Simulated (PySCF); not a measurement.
Electron correlation in Fe+ (iron, charge +1)

[Ar] 3d5 4s1 5s1, high-spin 8S determinant (an excited configuration). Calculation: PySCF 2.14, in aug-cc-pVTZ-DK; scalar relativity by spin-free X2C-1e. Frozen: [Ar]; 7 electrons correlated.

| level | correlation energy (mhartree) |
| --- | --- |
| CCSD | -95.86 |
| (T) | -1.16 |
| CCSD(T) | -97.02 |

Diagnostics: T1 = 0.0099, D1 = 0.0344, largest double amplitude 0.053.

Problem. Is a single reference adequate?

Solution. Yes: T1 lies below 0.03 and no double amplitude reaches 0.07.
